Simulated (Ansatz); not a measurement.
Compare A (`C/N=[CH]\[GeH3]`) with its isomer B (`C[N](C)[GeH]`).

Computed with Ansatz on PBE0-D4/def2-TZVP structures; ΔE is electronic, products minus reactants. CCSD(T)/CBS adds triple-zeta CCSD(T) − MP2 to the extrapolated MP2 energy (def2 sets, frozen cores). Functionals use def2-TZVPP. B3LYP here is the variant with VWN-RPA as its local correlation; programs differ in this. For Ge outer-core shells are correlated without core-valence functions, which leaves a few kJ/mol of doubt a bond. Scalar relativity is left out up to krypton.

(1) Which is lower in electronic energy at CCSD(T)/CBS, and by how much? (Estimate.)

(2) Give E(B) − E(A) in kJ/mol with ωB97M-V, HF/def2-TZVPP, PBE0-D4, B2PLYP, B3LYP-D4, MP2/def2-TZVPP, CCSD/def2-TZVPP. (Best estimate.)

Largest T1 diagnostic: 0.016.

## Answers

(1) The calculation gave: B, by 67.8 kJ/mol.

(2) Computed: ωB97M-V -70.3, HF/def2-TZVPP -51.5, PBE0-D4 -68.4, B2PLYP -67.2, B3LYP-D4 -74.0, MP2/def2-TZVPP -61.9, CCSD/def2-TZVPP -57.5. None reverses the order clearly.

In def2-TZVPP, CCSD(T) changes the Hartree–Fock value by −5.5 kJ/mol (the triples alone add +0.5 kJ/mol) and MP2 by −10.5 kJ/mol. The D4 term adds −3.8 kJ/mol with B3LYP and −1.9 kJ/mol with PBE0; it sums over pairs of atoms, weighted by their polarisabilities, and B3LYP, whose exchange is more repulsive, gets the larger term.
